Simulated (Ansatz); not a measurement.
`[NH2][SnH]([OH])[F]` → `[NH2][Sn][F]` + H₂O  (stannylene formation by 1,1-elimination)

Computed with Ansatz on PBE0-D4/def2-TZVP structures; ΔE is electronic, products minus reactants. CCSD(T)/CBS is the MP2 limit (def2-TZVPP, def2-QZVPP) plus CCSD(T) − MP2 in def2-TZVPP, frozen cores. This one scheme is used for every species. DFT in def2-TZVPP. Elements past krypton have def2 core potentials. For Sn outer-core shells are correlated without core-valence functions, which leaves a few kJ/mol of doubt a bond. One conformer a species, not always the lowest.

CCSD(T)/CBS gives -0.16 eV.

Task: Another level gave -0.14 eV. Which?
A. r2SCAN0/def2-TZVPP
B. revPBE/def2-TZVPP
C. r2SCAN/def2-TZVPP
D. BHLYP/def2-TZVPP

Result: A. r2SCAN0 -0.14, BHLYP -0.27, r2SCAN -0.18, revPBE -0.51 eV.

Largest T1 diagnostic among the species: 0.017.

From PBE to PBE0 (25 % exact exchange), in def2-TZVPP and without D4, ΔE moves by +0.14 eV. Leaving LDA and LC-ωPBE aside and taking each functional with its dispersion term where it has one, the values, not all of them listed here, spread over 0.48 eV, from BLYP-D4 to B97M-V. LDA lies +0.27 eV from PBE without D4.
